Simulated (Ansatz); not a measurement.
The cluster Li6Al4⁻. Total charge -1; doublet. Geometry PBE-D4/def2-SVPD.

```xyz
10

Al    1.216   -0.313   -1.417
Al   -0.940    1.230   -1.516
Al   -1.771   -0.654    0.153
Al    0.569    0.532    1.191
Li    2.886   -0.549    0.653
Li   -1.095   -1.401   -2.393
Li    1.401    2.388   -0.620
Li   -0.959   -0.984    2.674
Li    0.393   -2.279    0.256
Li   -1.700    2.030    1.018
```

At LDA (SPW92)/def2-TZVPD, PBE-D4/def2-TZVPD, r2SCAN-D4/def2-TZVPD the highest occupied level of the charge -1 doublet lies above zero (up to 0.03 eV). The electron is either unbound and held by the finite basis, or the level is raised by self-interaction error. The structure comes from a short search, and lower isomers may exist.

Problem. Estimate the α-spin orbital energies around the gap (eV) in Ansatz with LDA (SPW92)/def2-TZVPD, PBE-D4/def2-TZVPD, r2SCAN-D4/def2-TZVPD, PBE0-D4/def2-TZVPD.

Solution. 
| orbital | LDA (SPW92)/def2-TZVPD | PBE-D4/def2-TZVPD | r2SCAN-D4/def2-TZVPD | PBE0-D4/def2-TZVPD |
| --- | --- | --- | --- | --- |
| HOMO−5 | -0.72 | -0.64 | -0.69 | -1.16 |
| HOMO−4 | -0.59 | -0.51 | -0.56 | -1.00 |
| HOMO−3 | -0.54 | -0.46 | -0.49 | -0.99 |
| HOMO−2 | -0.24 | -0.16 | -0.17 | -0.68 |
| HOMO−1 | -0.14 | -0.07 | -0.13 | -0.55 |
| HOMO | 0.02 | 0.03 | -0.02 | -0.46 |
| LUMO | 0.89 | 1.00 | 1.20 | 1.42 |
| LUMO+1 | 0.92 | 1.03 | 1.25 | 1.46 |
| LUMO+2 | 1.05 | 1.12 | 1.34 | 1.54 |
| LUMO+3 | 1.48 | 1.56 | 1.83 | 1.93 |
| LUMO+4 | 1.51 | 1.57 | 1.85 | 2.00 |
| LUMO+5 | 1.64 | 1.72 | 1.96 | 2.19 |
| β HOMO | -0.04 | 0.03 | 0.03 | -0.42 |
| β LUMO | 0.38 | 0.57 | 0.84 | 1.14 |
